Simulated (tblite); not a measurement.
A tight-binding relaxation on `CN(C)[SiH2][SiH2][SiH2][AsH2]`.

Computed with GFN2-xTB geometry optimisation, gas phase (tblite 0.8.0). Start geometry: from a force field or distance geometry. A driver script takes a list of jobs; this job's settings line and coordinates (Å) are shown.

Command:
```bash
OMP_NUM_THREADS=1 python probes_run.py task.json out
```

Input:
```
{"job": {"kind": "relax", "xc": "GFN2-xTB", "basis": "xTB"}, "charge": 0, "multiplicity": 1}
C     -2.291000    -0.468200    -0.446300
N     -1.364200     0.572600    -0.003800
C     -2.087000     1.726000     0.521400
Si    -0.307800    -0.089500     1.307900
Si     1.110500    -1.596100     0.469300
Si     2.087600    -0.694700    -1.330100
As     3.125800     1.292200    -0.713100
H     -2.942800    -0.814600     0.391100
H     -1.740300    -1.332800    -0.868900
H     -2.948400    -0.065900    -1.252800
H     -1.389300     2.523300     0.831000
H     -2.748300     1.451500     1.382400
H     -2.737000     2.162400    -0.274900
H      0.485500     0.993300     1.906400
H     -1.134400    -0.715700     2.362700
H      2.124400    -1.940700     1.478800
H      0.374400    -2.796600     0.061300
H      3.092200    -1.633600    -1.863500
H      1.072000    -0.412000    -2.343100
H      3.971400     1.325900    -2.020800
H      4.237700     0.530000     0.078100
```

Output:
```
step      E/eV     max force
  0    -595.14097    1.715
  1    -595.26358    1.038
  2    -595.35066    0.600
  3    -595.38328    0.572
  4    -595.43959    0.499
  5    -595.48599    0.552
  6    -595.54045    0.389
  7    -595.56686    0.334
  8    -595.58756    0.388
  9    -595.60222    0.400
... (181 lines left out)
191    -595.87034    0.021
192    -595.87045    0.020
193    -595.87055    0.020
194    -595.87067    0.022
195    -595.87078    0.020
196    -595.87088    0.017
197    -595.87093    0.012
198    -595.87097    0.012
199    -595.87099    0.010
200    -595.87102    0.009
```

«max force» is the largest atomic force in eV/Å.

Q: From which step on does the largest force stay under 0.1 eV/Å, and how much energy is left to gain from there?

A: From step 159 (0.078 eV/Å), 10.0 meV above the end.

Main results: energy lowered by 16.8 kcal/mol over 200 steps; largest atomic force 0.009 eV/Å at the end.

Q: Give the final coordinates.

A: 1.065 Å rms from the input after alignment:
```
atom  x, y, z in Å
C1    -1.7382   -0.1365   -0.6408
N2    -0.9432    0.5074    0.3785
C3    -1.4442    1.8324    0.6570
Si4   -0.3689   -0.4880    1.6929
Si5    1.1412   -1.8935    0.6470
Si6    1.8987   -0.9902   -1.3703
As7    1.2727    1.2455   -1.5264
H8    -2.7914   -0.2215   -0.3434
H9    -1.3546   -1.1366   -0.8405
H10   -1.6931    0.4465   -1.5685
H11   -0.8009    2.3163    1.3877
H12   -2.4695    1.8146    1.0466
H13   -1.4364    2.4251   -0.2639
H14    0.2308    0.4830    2.6187
H15   -1.4874   -1.0888    2.4501
H16    2.2500   -2.1543    1.5799
H17    0.5660   -3.2363    0.4511
H18    3.3443   -1.2164   -1.5564
H19    1.2940   -1.7032   -2.5178
H20    2.5007    1.6051   -2.3310
H21    2.0202    1.6063   -0.2776
```

Q: How long does this job take on one thread, Intel Xeon at 2.50 GHz (x86_64) (shared host)?

A: About 8.0 s.
Labels such as C1 count atoms from 1, the log's own numbers from 0.
